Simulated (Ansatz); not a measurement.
Gas-phase electronic energies from Ansatz, PBE0-D4/def2-TZVP geometries. CCSD(T)/CBS is the MP2 limit (def2-TZVPP, def2-QZVPP) plus CCSD(T) − MP2 in def2-TZVPP, frozen cores. DFT in def2-TZVPP. B3LYP here is the variant with VWN-RPA as its local correlation; programs differ in this. Elements past krypton have def2 core potentials. For In, Ta outer-core shells are correlated without core-valence functions, which leaves a few kJ/mol of doubt a bond. Each species was taken in one conformer, which may not be the lowest.

`[CH3][In]([NH2])[NH2]` + `[NH2][Ta](=[O])([OH])[F]` → `[CH3][In]([NH2])[OH]` + `[NH2][Ta]([NH2])(=[O])[F]`  (redistribution)

(1) Is it downhill or uphill in electronic energy at CCSD(T)/CBS, and by how much? (An estimate is asked.)

(2) What do these levels give: BLYP-D4, PBE0-D4, revPBE, BLYP, r2SCAN, B3LYP? (Best estimate.)

Largest T1 diagnostic among the species: 0.020.

## Answers

(1) The calculation gave: Uphill: ΔE = +5.0 kcal/mol.

(2) Computed: BLYP-D4 4.5, PBE0-D4 5.4, revPBE 4.5, BLYP 4.5, r2SCAN 5.3, B3LYP 5.2 kcal/mol.

From PBE to PBE0 (25 % exact exchange), in def2-TZVPP and without D4, ΔE moves by +0.7 kcal/mol. Leaving LDA and LC-ωPBE aside and taking each functional with its dispersion term where it has one, the values, not all of them listed here, spread over 1.4 kcal/mol, from BLYP-D4 to ωB97X-V. LDA lies +1.0 kcal/mol from PBE without D4. In def2-TZVPP, CCSD(T) changes the Hartree–Fock value by −1.1 kcal/mol (the triples alone add −0.3 kcal/mol) and MP2 by −1.1 kcal/mol.
